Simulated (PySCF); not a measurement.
C2H7Cl2NSi, SMILES C[C@H](N)[SiH](Cl)Cl.

Coordinates come from a PBE-D3(BJ)/def2-SVP optimisation. The structure was generated by enumeration; whether it is a known compound was not checked. One conformer was computed; it need not be the lowest.

Method: PBE/def2-TZVP in PySCF.

Isolated molecule, no solvent.

```json
{
 "total_energy": "-1344.55954 hartree",
 "highest_occupied_level": "-5.81 eV",
 "lowest_empty_level": "-0.76 eV",
 "orbital_gap": "5.05 eV",
 "dipole_moment": "2.88 D",
 "quadrupole, principal values (traceless, Buckingham form, about the centre of nuclear charge)": "-5.96, 0.87, 5.08 D·Å",
 "mean_static_polarisability": "84.6 bohr³ (12.53 Å³)",
 "polarisability_principal_values": "77.0, 82.8, 94.0 bohr³"
}
```
